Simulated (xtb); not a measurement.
C₃H₇BO, SMILES C1CCB1O. All values are semi-empirical tight-binding results from xtb (GFN2-xTB unless named), good for trends rather than for accurate numbers. Coordinates come from a GFN2-xTB optimisation. One conformer was computed; it need not be the lowest.

Optimised geometry:

Bonds (Å): O1–B2 1.329, O1–H6 0.958, B2–C3 1.589, B2–C5 1.596, C3–C4 1.548, C3–H7 1.089, C3–H8 1.088, C4–C5 1.548, C4–H9 1.089, C4–H10 1.089, C5–H11 1.090, C5–H12 1.090. Angles (°): B2–O1–H6 117.8, O1–B2–C3 132.7, O1–B2–C5 136.6, C3–B2–C5 90.7, B2–C3–C4 87.8, B2–C3–H7 117.2, B2–C3–H8 117.5, C4–C3–H7 113.3, C4–C3–H8 113.5, H7–C3–H8 106.8, C3–C4–C5 94.1, C3–C4–H9 113.5, C3–C4–H10 113.5, C5–C4–H9 113.4, C5–C4–H10 113.5, H9–C4–H10 108.5, B2–C5–C4 87.5, B2–C5–H11 117.5, B2–C5–H12 117.8, C4–C5–H11 113.1, C4–C5–H12 113.2, H11–C5–H12 106.9.

Question: Estimate the properties. (The exact figures need the calculation; the answer reports its results.)

Answer: 
- point group as xtb finds it = Cs
- orbital gap = 5.20 eV
- dipole moment = 1.75 D
- zero-point energy = 62.0 kcal/mol
- G − E(el) at 298.15 K (modified RRHO) = 44.1 kcal/mol
- static polarisability (D4 model) = 50.0 bohr³
- solvation energy, GFN2-xTB/ALPB(water) = -4.7 kcal/mol
- solvation energy, GFN2-xTB/ALPB(ch2cl2) = -4.9 kcal/mol

Computed IR lines (harmonic; lines under 4 % of the strongest left out, lines within 3 cm⁻¹ merged):
ν (cm⁻¹): 524 (w), 687 (m), 758 (w), 892 (m), 919 (m), 1102 (s), 1404 (vs), 2997 (w), 3006 (m), 3015 (w) (against the strongest line: vs over 80 %, s over 45 %, m over 15 %, w over 4 %, vw less)

Question: Give the atomic charges and the Wiberg bond orders between heavy atoms. (The exact figures need the calculation; the answer reports its results.)

Answer: charges (e) O1 -0.42, B2 0.35, C3 -0.16, C4 -0.06, C5 -0.17, H6 0.30, H7 0.03, H8 0.03, H9 0.02, H10 0.02, H11 0.02, H12 0.02. Bond orders O1–B2 1.29, B2–C3 0.99, C3–C4 1.00, B2–C5 0.98, C4–C5 1.00.
